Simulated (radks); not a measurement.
The potassium ion K3+, 16 electrons, occupied as [Ne] 3s1 3p4 4s1 (not the ground configuration). Calculated with a radial shooting solver on a logarithmic mesh with Libxc functionals: scalar-relativistic Kohn-Sham, exchange-only r2SCAN, spin-unpolarised, spherical densities, finite nucleus; meta-GGA in the generalised Kohn-Sham scheme; Fermi nuclear charge, rms radius 3.4349 fm.

Unscreened Slater integrals over Kohn-Sham orbitals (hartree). Empty in this configuration: 3d.

F0(4s,4s): 0.30411
F0(4s,3p): 0.37860
G1(4s,3p): 0.031757
F0(4s,3s): 0.38166
G0(4s,3s): 0.022430
F0(4s,2p): 0.41887
G1(4s,2p): 0.013001
F0(4s,3d): 0.37073
G2(4s,3d): 0.050179
F0(3p,3p): 0.71764
F2(3p,3p): 0.36597
F0(3p,3s): 0.73948
G1(3p,3s): 0.49610
F0(3p,2p): 0.96818
F2(3p,2p): 0.18769
G0(3p,2p): 0.075492
G2(3p,2p): 0.077214
F0(3p,3d): 0.66778
F2(3p,3d): 0.32814
G1(3p,3d): 0.40814
G3(3p,3d): 0.25057
F0(3s,3s): 0.76379
F0(3s,2p): 1.0087
G1(3s,2p): 0.082120
F0(3s,3d): 0.68679
G2(3s,3d): 0.31522
F0(2p,2p): 2.6234
F2(2p,2p): 1.2250
F0(2p,3d): 0.84938
F2(2p,3d): 0.14870
G1(2p,3d): 0.10158
G3(2p,3d): 0.057318
F0(3d,3d): 0.62830
F2(3d,3d): 0.30553
F4(3d,3d): 0.19337

Derived for the open shells (J is the average intra-shell exchange parameter used in DFT+U). 3p: J = F2/5 = 0.07319 hartree; in LS coupling 1D lies 6 F2/25 = 0.08783 hartree above 3P.
